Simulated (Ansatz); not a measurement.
Ansatz (a quantum-chemistry and plane-wave program) input (B3LYP/6-31G* with LANL2DZ past Ar): The .json file joins the Basis Set Exchange's 6-31G* for atoms up to Ar and LANL2DZ past it.

Ansatz 0.2 input:
```yaml
crystal:
  periodic: [false, false, false]
  atoms:
    - {symbol: C, position_ang: [1.70511971, 0.11067801, -0.97200686]}
    - {symbol: Ge, position_ang: [0.11575708, 0.00750577, -0.06594827]}
    - {symbol: C, position_ang: [-1.77305772, 0.22996108, -0.69756936]}
    - {symbol: F, position_ang: [-0.10765733, -1.55961525, 0.70635538]}
    - {symbol: F, position_ang: [0.02930375, 1.16697002, 1.25707996]}
    - {symbol: H, position_ang: [1.86852832, -0.67568059, -1.71502864]}
    - {symbol: H, position_ang: [1.95790931, 1.10369267, -1.35562503]}
    - {symbol: H, position_ang: [-1.92293117, 1.22953791, -1.12439305]}
    - {symbol: H, position_ang: [-2.01015607, -0.50691261, -1.47512699]}
    - {symbol: H, position_ang: [-2.48476659, 0.09915060, 0.12705765]}
basis:
  gaussian:
    orbitals: 6-31Gs+LANL2DZ.json
hamiltonian:
  xc: {name: B3LYP}
total_charge: -1
phonons: {temperatures: {t_min: 298.15, t_max: 298.15, t_step: 100}}
```

Output:

```
Functional definition: B3LYP
integrals: 0.03 GiB planned
889 factors; integrals over basis functions are off by at most 4.0e-4 eV
mean field: 0.26 GiB planned
mean field evaluation 1: about -7685.9866 eV, gradient 5.5e1 eV
mean field evaluation 2: about -7674.4794 eV, gradient 7.6e1 eV
mean field evaluation 4: about -7693.4724 eV, gradient 4.5e0 eV
mean field evaluation 8: about -7693.5308 eV, gradient 2.5e-1 eV
mean field evaluation 16: about -7693.5309 eV, gradient 7.3e-6 eV
mean field -7693.53094228 eV, -282.7320472661 hartree, gradient 7.2e-6 eV, S^2 0.000000; 0 other end points of the search recorded, 0 dependent functions left out
the calculation of the forces begins
reference -7693.53117617 eV, -282.7320558617 hartree; 20, 20 occupied and 58, 58 virtual orbitals, 889 factors
these checks for a lower state are left out or cut short: stability, starts, cluster_reference, orbital_swaps, neighbouring_geometries, increment
integrals: 0.03 GiB planned
889 factors; integrals over basis functions are off by at most 4.0e-4 eV
mean field: 0.26 GiB planned
mean field -7693.53085410 eV, -282.7320440257 hartree, gradient 1.2e-6 eV, S^2 0.000000; 0 other end points of the search recorded, 0 dependent functions left out
the calculation of the forces begins
reference -7693.53108793 eV, -282.7320526187 hartree; 20, 20 occupied and 58, 58 virtual orbitals, 889 factors
these checks for a lower state are left out or cut short: stability, starts, cluster_reference, orbital_swaps, neighbouring_geometries, increment
integrals: 0.03 GiB planned
889 factors; integrals over basis functions are off by at most 4.1e-4 eV
mean field: 0.26 GiB planned
mean field -7693.53085651 eV, -282.7320441142 hartree, gradient 1.8e-6 eV, S^2 0.000000; 0 other end points of the search recorded, 0 dependent functions left out
the calculation of the forces begins
reference -7693.53109048 eV, -282.7320527123 hartree; 20, 20 occupied and 58, 58 virtual orbitals, 889 factors
these checks for a lower state are left out or cut short: stability, starts, cluster_reference, orbital_swaps, neighbouring_geometries, increment
integrals: 0.03 GiB planned
889 factors; integrals over basis functions are off by at most 4.1e-4 eV
mean field: 0.26 GiB planned
mean field evaluation 32: about -7693.5111 eV, gradient 2.4e-1 eV
mean field -7693.53083454 eV, -282.7320433069 hartree, gradient 2.4e-6 eV, S^2 0.000000; 0 other end points of the search recorded, 0 dependent functions left out
the calculation of the forces begins
reference -7693.53106847 eV, -282.7320519035 hartree; 20, 20 occupied and 58, 58 virtual orbitals, 889 factors
these checks for a lower state are left out or cut short: stability, starts, cluster_reference, orbital_swaps, neighbouring_geometries, increment
integrals: 0.03 GiB planned
889 factors; integrals over basis functions are off by at most 4.1e-4 eV
mean field: 0.26 GiB planned
mean field -7693.53083531 eV, -282.7320433351 hartree, gradient 2.3e-6 eV, S^2 0.000000; 0 other end points of the search recorded, 0 dependent functions left out
the calculation of the forces begins
reference -7693.53106918 eV, -282.7320519296 hartree; 20, 20 occupied and 58, 58 virtual orbitals, 889 factors
these checks for a lower state are left out or cut short: stability, starts, cluster_reference, orbital_swaps, neighbouring_geometries, increment
integrals: 0.03 GiB planned
889 factors; integrals over basis functions are off by at most 4.0e-4 eV
mean field: 0.26 GiB planned
mean field -7693.53084593 eV, -282.7320437256 hartree, gradient 1.6e-6 eV, S^2 0.000000; 0 other end points of the search recorded, 0 dependent functions left out
the calculation of the forces begins
reference -7693.53107983 eV, -282.7320523211 hartree; 20, 20 occupied and 58, 58 virtual orbitals, 889 factors
these checks for a lower state are left out or cut short: stability, starts, cluster_reference, orbital_swaps, neighbouring_geometries, increment
integrals: 0.03 GiB planned
889 factors; integrals over basis functions are off by at most 4.0e-4 eV
mean field: 0.26 GiB planned
mean field -7693.53083960 eV, -282.7320434927 hartree, gradient 2.4e-6 eV, S^2 0.000000; 0 other end points of the search recorded, 0 dependent functions left out
the calculation of the forces begins
reference -7693.53107350 eV, -282.7320520883 hartree; 20, 20 occupied and 58, 58 virtual orbitals, 889 factors
these checks for a lower state are left out or cut short: stability, starts, cluster_reference, orbital_swaps, neighbouring_geometries, increment
integrals: 0.03 GiB planned
889 factors; integrals over basis functions are off by at most 4.0e-4 eV
mean field: 0.26 GiB planned
mean field -7693.53083249 eV, -282.7320432315 hartree, gradient 2.2e-6 eV, S^2 0.000000; 0 other end points of the search recorded, 0 dependent functions left out
[...]
these checks for a lower state are left out or cut short: stability, starts, cluster_reference, orbital_swaps, neighbouring_geometries, increment
integrals: 0.03 GiB planned
889 factors; integrals over basis functions are off by at most 4.0e-4 eV
mean field: 0.26 GiB planned
mean field evaluation 160: about -7693.5309 eV, gradient 2.9e-6 eV
mean field -7693.53089315 eV, -282.7320454609 hartree, gradient 2.9e-6 eV, S^2 0.000000; 0 other end points of the search recorded, 0 dependent functions left out
the calculation of the forces begins
reference -7693.53112702 eV, -282.7320540551 hartree; 20, 20 occupied and 58, 58 virtual orbitals, 889 factors
these checks for a lower state are left out or cut short: stability, starts, cluster_reference, orbital_swaps, neighbouring_geometries, increment
integrals: 0.03 GiB planned
889 factors; integrals over basis functions are off by at most 4.1e-4 eV
mean field: 0.26 GiB planned
mean field -7693.53089266 eV, -282.7320454427 hartree, gradient 2.1e-6 eV, S^2 0.000000; 0 other end points of the search recorded, 0 dependent functions left out
the calculation of the forces begins
reference -7693.53112659 eV, -282.7320540397 hartree; 20, 20 occupied and 58, 58 virtual orbitals, 889 factors
these checks for a lower state are left out or cut short: stability, starts, cluster_reference, orbital_swaps, neighbouring_geometries, increment
integrals: 0.03 GiB planned
889 factors; integrals over basis functions are off by at most 4.0e-4 eV
mean field: 0.26 GiB planned
mean field -7693.53092758 eV, -282.7320467260 hartree, gradient 8.6e-7 eV, S^2 0.000000; 0 other end points of the search recorded, 0 dependent functions left out
the calculation of the forces begins
reference -7693.53116148 eV, -282.7320553217 hartree; 20, 20 occupied and 58, 58 virtual orbitals, 889 factors
these checks for a lower state are left out or cut short: stability, starts, cluster_reference, orbital_swaps, neighbouring_geometries, increment
integrals: 0.03 GiB planned
889 factors; integrals over basis functions are off by at most 4.0e-4 eV
mean field: 0.26 GiB planned
mean field -7693.53093023 eV, -282.7320468236 hartree, gradient 8.2e-7 eV, S^2 0.000000; 0 other end points of the search recorded, 0 dependent functions left out
the calculation of the forces begins
reference -7693.53116413 eV, -282.7320554191 hartree; 20, 20 occupied and 58, 58 virtual orbitals, 889 factors
these checks for a lower state are left out or cut short: stability, starts, cluster_reference, orbital_swaps, neighbouring_geometries, increment
integrals: 0.03 GiB planned
889 factors; integrals over basis functions are off by at most 4.0e-4 eV
mean field: 0.26 GiB planned
mean field -7693.53085496 eV, -282.7320440571 hartree, gradient 2.4e-6 eV, S^2 0.000000; 0 other end points of the search recorded, 0 dependent functions left out
the calculation of the forces begins
reference -7693.53108887 eV, -282.7320526534 hartree; 20, 20 occupied and 58, 58 virtual orbitals, 889 factors
these checks for a lower state are left out or cut short: stability, starts, cluster_reference, orbital_swaps, neighbouring_geometries, increment
integrals: 0.03 GiB planned
889 factors; integrals over basis functions are off by at most 4.0e-4 eV
mean field: 0.26 GiB planned
mean field -7693.53085433 eV, -282.7320440340 hartree, gradient 3.0e-6 eV, S^2 0.000000; 0 other end points of the search recorded, 0 dependent functions left out
the calculation of the forces begins
reference -7693.53108821 eV, -282.7320526290 hartree; 20, 20 occupied and 58, 58 virtual orbitals, 889 factors
these checks for a lower state are left out or cut short: stability, starts, cluster_reference, orbital_swaps, neighbouring_geometries, increment
integrals: 0.03 GiB planned
889 factors; integrals over basis functions are off by at most 4.0e-4 eV
mean field: 0.26 GiB planned
mean field evaluation 192: about -7693.5113 eV, gradient 1.1e-1 eV
mean field -7693.53091473 eV, -282.7320462539 hartree, gradient 1.4e-6 eV, S^2 0.000000; 0 other end points of the search recorded, 0 dependent functions left out
the calculation of the forces begins
reference -7693.53114861 eV, -282.7320548488 hartree; 20, 20 occupied and 58, 58 virtual orbitals, 889 factors
these checks for a lower state are left out or cut short: stability, starts, cluster_reference, orbital_swaps, neighbouring_geometries, increment
integrals: 0.03 GiB planned
889 factors; integrals over basis functions are off by at most 4.0e-4 eV
mean field: 0.26 GiB planned
mean field -7693.53091578 eV, -282.7320462924 hartree, gradient 1.4e-6 eV, S^2 0.000000; 0 other end points of the search recorded, 0 dependent functions left out
the calculation of the forces begins
reference -7693.53114970 eV, -282.7320548887 hartree; 20, 20 occupied and 58, 58 virtual orbitals, 889 factors
these checks for a lower state are left out or cut short: stability, starts, cluster_reference, orbital_swaps, neighbouring_geometries, increment
integrals: 0.03 GiB planned
889 factors; integrals over basis functions are off by at most 4.0e-4 eV
mean field: 0.26 GiB planned
mean field -7693.53087640 eV, -282.7320448452 hartree, gradient 2.5e-6 eV, S^2 0.000000; 0 other end points of the search recorded, 0 dependent functions left out
the calculation of the forces begins
reference -7693.53111027 eV, -282.7320534396 hartree; 20, 20 occupied and 58, 58 virtual orbitals, 889 factors
these checks for a lower state are left out or cut short: stability, starts, cluster_reference, orbital_swaps, neighbouring_geometries, increment
integrals: 0.03 GiB planned
889 factors; integrals over basis functions are off by at most 4.0e-4 eV
mean field: 0.26 GiB planned
mean field -7693.53087672 eV, -282.7320448568 hartree, gradient 2.0e-6 eV, S^2 0.000000; 0 other end points of the search recorded, 0 dependent functions left out
the calculation of the forces begins
reference -7693.53111065 eV, -282.7320534536 hartree; 20, 20 occupied and 58, 58 virtual orbitals, 889 factors
these checks for a lower state are left out or cut short: stability, starts, cluster_reference, orbital_swaps, neighbouring_geometries, increment
integrals: 0.03 GiB planned
889 factors; integrals over basis functions are off by at most 4.0e-4 eV
mean field: 0.26 GiB planned
mean field -7693.53091275 eV, -282.7320461811 hartree, gradient 1.5e-6 eV, S^2 0.000000; 0 other end points of the search recorded, 0 dependent functions left out
the calculation of the forces begins
reference -7693.53114662 eV, -282.7320547757 hartree; 20, 20 occupied and 58, 58 virtual orbitals, 889 factors
these checks for a lower state are left out or cut short: stability, starts, cluster_reference, orbital_swaps, neighbouring_geometries, increment
integrals: 0.03 GiB planned
889 factors; integrals over basis functions are off by at most 4.0e-4 eV
mean field: 0.26 GiB planned
mean field evaluation 224: about -7693.5114 eV, gradient 1.1e-1 eV
mean field -7693.53091006 eV, -282.7320460820 hartree, gradient 1.8e-6 eV, S^2 0.000000; 0 other end points of the search recorded, 0 dependent functions left out
the calculation of the forces begins
reference -7693.53114398 eV, -282.7320546785 hartree; 20, 20 occupied and 58, 58 virtual orbitals, 889 factors
Total energy: -7693.53117617 eV, -282.7320558617 hartree
Atom 0 at     1.705120     0.110678    -0.972007 Å, force    -0.000161    -0.000089     0.000482 eV/Å
Atom 1 at     0.115757     0.007506    -0.065948 Å, force    -0.000441     0.000266    -0.001206 eV/Å
Atom 2 at    -1.773058     0.229961    -0.697569 Å, force    -0.000249     0.000198    -0.000917 eV/Å
Atom 3 at    -0.107657    -1.559615     0.706355 Å, force     0.000748    -0.000961     0.000625 eV/Å
Atom 4 at     0.029304     1.166970     1.257080 Å, force     0.000825     0.000567     0.000934 eV/Å
Atom 5 at     1.868528    -0.675681    -1.715029 Å, force    -0.000233    -0.000604     0.000134 eV/Å
Atom 6 at     1.957909     1.103693    -1.355625 Å, force    -0.000177     0.000524     0.000362 eV/Å
Atom 7 at    -1.922931     1.229538    -1.124393 Å, force    -0.000538    -0.000016    -0.000219 eV/Å
Atom 8 at    -2.010156    -0.506913    -1.475127 Å, force    -0.000530     0.000151    -0.000185 eV/Å
Atom 9 at    -2.484767     0.099151     0.127058 Å, force     0.000756    -0.000036    -0.000011 eV/Å
Dipole moment:    -0.742632     0.078909    -0.205982 e Å
Vibrations: 108.62 166.90 171.80 210.41 233.68 274.44 287.55 390.08 531.36 614.61 630.53 742.89 765.41 799.15 848.77 1283.12 1407.95 1499.83 1504.76 3026.56 3069.63 3105.19 3106.91 3139.53 cm⁻¹, zero-point energy 1.730798 eV
```

The blocks after the first are displaced geometries, from whose forces the wavenumbers follow.

The dipole moment of an ion depends on the origin.
